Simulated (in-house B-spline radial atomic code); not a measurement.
What moves the levels of Nd II (Nd+) ([Xe] 4f4 6s1)? Method: Dirac-Hartree-Fock, average of the jj configuration, Fermi nucleus of rms radius 4.9174 fm. Calculated with a radial B-spline atomic code at the basis-set limit.

Baseline run (computed): total energy -9625.0490 hartree, 1s1/2 at -1610.615 hartree, 6s1/2 at -10.014 eV with <r> = 4.256 bohr.

Changing the nucleus:

```json
{"nucleus": "Fermi nucleus of rms radius 4.9128 fm, A = 134", "ΔE (eV)": "-0.0239"}
{"nucleus": "Fermi nucleus of rms radius 4.9086 fm, A = 135", "ΔE (eV)": "-0.0458"}
{"nucleus": "Fermi nucleus of rms radius 4.9111 fm, A = 136", "ΔE (eV)": "-0.0328"}
{"nucleus": "Fermi nucleus of rms radius 4.908 fm, A = 137", "ΔE (eV)": "-0.0489"}
{"nucleus": "Fermi nucleus of rms radius 4.9123 fm, A = 138", "ΔE (eV)": "-0.0265"}
{"nucleus": "Fermi nucleus of rms radius 4.9076 fm, A = 139", "ΔE (eV)": "-0.051"}
{"nucleus": "Fermi nucleus of rms radius 4.9101 fm, A = 140", "ΔE (eV)": "-0.038"}
{"nucleus": "Fermi nucleus of rms radius 4.9057 fm, A = 141", "ΔE (eV)": "-0.0609"}
{"nucleus": "Fermi nucleus of rms radius 4.9123 fm, A = 142", "ΔE (eV)": "-0.0265"}
{"nucleus": "Fermi nucleus of rms radius 4.9254 fm, A = 143", "ΔE (eV)": "0.0417"}
{"nucleus": "Fermi nucleus of rms radius 4.9421 fm, A = 144", "ΔE (eV)": "0.129"}
{"nucleus": "Fermi nucleus of rms radius 4.9535 fm, A = 145", "ΔE (eV)": "0.188"}
{"nucleus": "Fermi nucleus of rms radius 4.9696 fm, A = 146", "ΔE (eV)": "0.273"}
{"nucleus": "Fermi nucleus of rms radius 4.9999 fm, A = 148", "ΔE (eV)": "0.432"}
{"nucleus": "Fermi nucleus of rms radius 5.04 fm, A = 150", "ΔE (eV)": "0.644"}
```

A larger nucleus binds the electrons less, roughly as the density at the nucleus times the change of the nuclear <r²>. The reference is A = 132.
